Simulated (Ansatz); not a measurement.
`CO[SiH](O)O[SiH2]O` + `[CH3][SnH3]` → `O[SiH2][CH2][SnH3]` + `CO[SiH](O)O`  (formal exchange of groups at the Si–O bond)

Program: Ansatz. Geometries: PBE0-D4/def2-TZVP. ΔE: electronic, gas phase. CCSD(T)/CBS adds triple-zeta CCSD(T) − MP2 to the extrapolated MP2 energy (def2 sets, frozen cores). DFT in def2-TZVPP. B3LYP here is the variant with VWN-RPA as its local correlation; programs differ in this. Elements past krypton have def2 core potentials. For Sn outer-core shells are correlated without core-valence functions, which leaves a few kJ/mol of doubt a bond. Each species was taken in one conformer, which may not be the lowest.

(1) Is it downhill or uphill in electronic energy at CCSD(T)/CBS, and by how much? (Best estimate.)

(2) What do these levels give: PBE-D4, B3LYP-D4, ωB97X-V, B2PLYP, PBE, PBE0, B3LYP, MP2/def2-TZVPP, CCSD(T)/def2-TZVPP, HF/def2-QZVPP, MP2/def2-QZVPP, SCS-MP2/def2-QZVPP? (Estimate.)

Largest T1 diagnostic among the species: 0.012.

## Answers

(1) The calculation gave: Uphill: ΔE = +120.9 kJ/mol.

(2) The calculation gave: PBE-D4 110.2, B3LYP-D4 127.3, ωB97X-V 123.1, B2PLYP 126.9, PBE 109.5, PBE0 114.4, B3LYP 126.6, MP2/def2-TZVPP 122.1, CCSD(T)/def2-TZVPP 122.9, HF/def2-QZVPP 143.0, MP2/def2-QZVPP 121.5, SCS-MP2/def2-QZVPP 125.4 kJ/mol.

In def2-TZVPP, CCSD(T) changes the Hartree–Fock value by −18.4 kJ/mol (the triples alone add −2.5 kJ/mol) and MP2 by −19.2 kJ/mol. From PBE to PBE0 (25 % exact exchange), in def2-TZVPP and without D4, ΔE moves by +4.9 kJ/mol.
